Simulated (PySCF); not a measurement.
Molecule: 4-Hydroxypyridine, C5H5NO.

Bonds (- single, = double, # triple, : aromatic): O1-C2 1.341 Å, C2:C3 1.398 Å, C3:C4 1.390 Å, C4:N5 1.333 Å, N5:C6 1.329 Å, C6:C7 1.393 Å, C7:C2 1.398 Å. O1 carries H8; C3 carries H9; C4 carries H10; C6 carries H11; C7 carries H12.

Spin–spin couplings on one PBE0-D3(BJ)/def2-SVP geometry, PySCF 2.14, gas phase, non-relativistic, equivalent pairs averaged (spin–dipole term only in couplings to heteroatoms); isotopes ¹³C, ¹H, ¹⁷O, ¹⁵N; functional B3LYP.

Q: How do the couplings (Hz) change with the basis set? Times are CPU seconds on shared hosts with different chips, so compare them loosely. Far from the basis limit: 6-31G-J, pcJ-0, 6-31G*, def2-TZVP, cc-pVTZ.

A: 
```
basis set  functions  ¹J(C4,H10)  ¹J(C3,H9)  ¹J(O1,H8)  ¹J(C2,C3)  ¹J(C3,C4)  ¹J(O1,C2)  ¹J(C4,N5)  core-s
  6-31G-J        104       195.9      175.1      -67.0       66.3       59.8       30.7        5.2     7.7
    pcJ-0        106       167.7      153.6      -46.8       53.2       45.3       30.0        8.5     7.4
   6-31G*        108       178.8      161.1      -76.3       87.2       78.9        6.8       -8.5      11
    pcJ-1        239       186.4      168.4      -78.1       67.7       61.4       22.1        0.5      31
def2-TZVP        247       177.6      159.9      -69.7       67.6       60.7       24.8        2.0      28
  cc-pVTZ        280       167.8      151.3      -60.7       70.1       63.2       25.9       -0.3      33
```

The Fermi-contact term samples the wavefunction at the nucleus, which is why sets with added tight s functions (names with J) are made for couplings.
